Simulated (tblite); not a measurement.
Compound: C₇H₁₀N (doublet state).
SMILES with atom numbers: `[CH3:1][NH:2][C@@H:3]1[C@@H:4]2[CH2:5][C:6]3[C@H:7]1[C@H:8]23` (hydrogens: H9, H10, H11 on C1; H12 on N2; H13 on C3; H14 on C4; H15, H16 on C5; H17 on C7; H18 on C8)

Computed geometry: GFN2-xTB, gas phase. This method treats the open shell by occupation alone, without spin polarisation.

Problem. List the bond lengths, angles and torsions at this level.

Solution. 
```
         bond  length (Å)
        C1–N2       1.448
        N2–C3       1.432
        C3–C4       1.546
        C4–C5       1.547
        C5–C6       1.508
        C6–C7       1.499
        C7–C8       1.521
        C3–C7       1.540
        C4–C8       1.553
        C6–C8       1.485
C1–H9, C1–H10       1.089
       C1–H11       1.099
       N2–H12       1.013
       C3–H13       1.096
       C4–H14       1.086
       C5–H15       1.089
       C5–H16       1.088
       C7–H17       1.076
       C8–H18       1.070
```

Bonds in one row agree within 0.01 Å and their mean is given. A selection of angles:
```
    angle  degrees
 C1–N2–C3    114.4
 N2–C3–C4    118.7
 N2–C3–C7    124.0
 C4–C3–C7     85.4
 C3–C4–C5    104.7
 C3–C4–C8     88.6
 C5–C4–C8     89.8
 C4–C5–C6     83.9
 C5–C6–C7    109.4
 C5–C6–C8     94.0
 C7–C6–C8     61.3
 C6–C7–C8     58.9
 C3–C7–C6    106.9
 C3–C7–C8     90.0
 C4–C8–C7     85.9
 C4–C8–C6     84.4
 C6–C8–C7     59.8
H12–N2–C1    110.1
H12–N2–C3    111.1
```

Torsions: C1–N2–C3–C4 -177° (antiperiplanar); N2–C3–C4–C5 -61° (synclinal); C3–C4–C5–C6 -68° (synclinal); C4–C5–C6–C7 39° (synclinal); C5–C6–C7–C8 -84° (synclinal); C6–C7–C8–C4 86° (synclinal); N2–C3–C7–C6 89° (synclinal); C3–C4–C8–C7 24° (synperiplanar); C5–C6–C8–C7 110° (anticlinal).

Of the pairs four or more bonds apart, H12···H15 is among the closest relative to their van der Waals radii: 2.05 Å, 85 % of the sum of Bondi's values. The 3-membered ring C6–C7–C8 has internal angles of 58.9° to 61.3°. The 4-membered ring C3–C4–C8–C7 has internal angles of 85.4° to 90.0° (sum 350°, against 360° for a flat polygon); it is puckered, 0.16 Å rms from its mean plane, widest ring torsion 24°. The C–C distances run from 1.485 Å (C6–C8, drawn single) to 1.553 Å (C4–C8, drawn single), a spread of 0.068 Å. The 4-membered ring C4–C5–C6–C8 has internal angles of 83.9° to 94.0° (sum 352°, against 360° for a flat polygon); it is puckered, 0.14 Å rms from its mean plane, widest ring torsion 22°. C6 (carbon bonded to 3 C) is pyramidal (angles 109.4°, 94.0° and 61.3°, sum 264.6°, 0.84 Å off the plane of its three neighbours). N2 (nitrogen bonded to 2 C and H) is pyramidal (angles 114.4°, 111.1° and 110.1°, sum 335.6°, 0.37 Å off the plane of its three neighbours).

Point group: C1 (no symmetry element, even within 0.4 Å). Its GFN2-xTB frequencies are all real (lowest 68 cm⁻¹). 2 starts were optimised and ended at 0.00 and 0.54 kcal/mol (GFN2-xTB); the lowest of these is shown.

Hardware: an Arm Neoverse V2 with one thread, no GPU, shared host with 32 logical CPUs at a one-minute load of 39. Cost: 0.21 s. That covers the optimisation of the geometry.

One conformer stands for the species.
